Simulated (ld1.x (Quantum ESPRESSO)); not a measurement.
# Plane-wave convergence, TM potential for tungsten

W (Z = 74), norm-conserving Troullier–Martins (Kleinman–Bylander form), made with ld1.x (Quantum ESPRESSO) 7.5 (PBE, scalar-relativistic). Core [Xe] 4f14, reference 5d4 6s1.5 6p0.5. Waves: 6s (bound): rc 2.64 bohr; 6p (bound): rc 2.46 bohr; 5d (bound): rc 1.42 bohr. Local part: the d channel. Core correction: none.

The pseudo-atom Hamiltonian at the reference potential is diagonalised in spherical Bessel functions j_l(qr) that vanish at 20 bohr, with q² up to the cutoff. All-electron valence levels (Ry): 6s -0.4604, 6p -0.1298, 5d -0.3835.

Q: How do the lowest levels (Ry) of each channel move with the cutoff, and are there ghosts?

A:

```tsv
cutoff (Ry)	s #1	s #2	s #3	p #1	p #2	p #3	d #1	f #1	Σ f·Δε (mRy)
8	-1.7714	-0.4552	-0.0211	-0.1315	0.0287	0.1511	-0.1193	0.0914	1065.5
10	-2.3781	-0.4570	-0.0211	-0.1323	0.0285	0.1509	-0.1856	0.0914	797.9
12	-2.7926	-0.4586	-0.0212	-0.1329	0.0284	0.1508	-0.2486	0.0914	543.8
18	-3.1923	-0.4602	-0.0212	-0.2524	-0.1282	0.0287	-0.3508	0.0914	131.9
21	-3.2224	-0.4603	-0.0212	-0.3361	-0.1295	0.0287	-0.3685	0.0914	60.3
25	-3.2303	-0.4603	-0.0212	-0.3713	-0.1296	0.0287	-0.3776	0.0914	23.8
30	-3.2313	-0.4603	-0.0212	-0.3755	-0.1296	0.0287	-0.3824	0.0914	4.4
35	-3.2317	-0.4604	-0.0212	-0.3760	-0.1296	0.0287	-0.3832	0.0914	1.2
45	-3.2327	-0.4604	-0.0212	-0.3763	-0.1297	0.0287	-0.3833	0.0914	0.9
50	-3.2330	-0.4604	-0.0212	-0.3763	-0.1297	0.0287	-0.3834	0.0914	0.5
55	-3.2331	-0.4604	-0.0212	-0.3763	-0.1297	0.0287	-0.3834	0.0914	0.3
400	-3.2331	-0.4604	-0.0212	-0.3772	-0.1298	0.0287	-0.3835	0.0914	0.0
```

Result: ghost states, extra bound levels that the all-electron valence spectrum of the same l lacks: s at -44.0 eV, p at -5.1 eV (a true bound ghost makes a file unfit for plane-wave use); 10 mRy is reached at 30 Ry and 1 mRy at 45 Ry.
